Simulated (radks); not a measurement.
Effect of the nuclear size on neutral iron, [Ar] 3d6 4s2. Calculated with a radial shooting solver on a logarithmic mesh with Libxc functionals: Dirac Kohn-Sham, relativistic LDA (MacDonald-Vosko exchange, VWN5 correlation), spin-unpolarised, spherical densities, finite nucleus; open shells are shared between the two j in proportion to 2j + 1; Fermi nuclear charge, rms radius 3.7377 fm. The rms radius is varied about that value; shifts are against it.

| rms radius (fm) | total energy shift (eV) | density at nucleus (e/bohr^3) | 1s1/2 shift (meV) | 2s1/2 shift (meV) | 3s1/2 shift (meV) |
|---|---|---|---|---|---|
| 3.1621 | -0.0312 | 1.506e+04 | -13.2 | -1.19 | -0.167 |
| 3.3976 | -0.0191 | 1.501e+04 | -8.06 | -0.725 | -0.102 |
| 3.7377 | 0 | 1.495e+04 | 0.000 | 0.000 | 0.000 |
| 4.0255 | 0.0175 | 1.491e+04 | 7.40 | 0.665 | 0.094 |
| 4.2087 | 0.0293 | 1.488e+04 | 12.4 | 1.11 | 0.157 |

Slopes of the eigenvalues against <r^2> in GHz/fm^2, as finite differences over the two radii next to the reference (eigenvalue slopes, not the field-shift constants of lines): 1s1/2 802, 2s1/2 72.1, 3s1/2 10.1.
